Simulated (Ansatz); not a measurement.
Mulliken charges of CH₅BO₂Si, SMILES `C[SiH]1OB1O` from ωB97M-V/def2-TZVPP in Ansatz (PBE0-D4/def2-TZVP geometry).

```json
{"atom": "C1", "x (Å)": "-1.654", "y (Å)": "-0.591", "z (Å)": "0.294", "charge (e)": "-0.411"}
{"atom": "Si2", "x (Å)": "0.041", "y (Å)": "0.046", "z (Å)": "0.713", "charge (e)": "0.309"}
{"atom": "O3", "x (Å)": "1.315", "y (Å)": "-0.582", "z (Å)": "-0.291", "charge (e)": "-0.353"}
{"atom": "B4", "x (Å)": "1.306", "y (Å)": "0.769", "z (Å)": "-0.487", "charge (e)": "0.234"}
{"atom": "O5", "x (Å)": "2.055", "y (Å)": "1.562", "z (Å)": "-1.267", "charge (e)": "-0.292"}
{"atom": "H6", "x (Å)": "-1.858", "y (Å)": "-0.498", "z (Å)": "-0.774", "charge (e)": "0.123"}
{"atom": "H7", "x (Å)": "-2.412", "y (Å)": "-0.023", "z (Å)": "0.840", "charge (e)": "0.117"}
{"atom": "H8", "x (Å)": "-1.751", "y (Å)": "-1.640", "z (Å)": "0.583", "charge (e)": "0.122"}
{"atom": "H9", "x (Å)": "0.323", "y (Å)": "-0.163", "z (Å)": "2.158", "charge (e)": "-0.031"}
{"atom": "H10", "x (Å)": "2.718", "y (Å)": "1.069", "z (Å)": "-1.766", "charge (e)": "0.183"}
```

Question: By hand: the dipole of these point charges (1 e Å = 4.8032 D).

Answer: Σ q r = (-0.303, 0.123, 0.142) e Å, of length 0.357 e Å = 1.71 D.

Question: How does the dipole of the full density compare? (Best estimate.)

Answer: Ansatz gave: (-0.184, -0.108, -0.020) e Å, 1.03 D; the point charges give 1.66 times that, at 59° from its direction.

Point charges leave out the atoms' own dipoles, such as those of lone pairs, and Mulliken's split depends on the basis, so the two needn't agree.
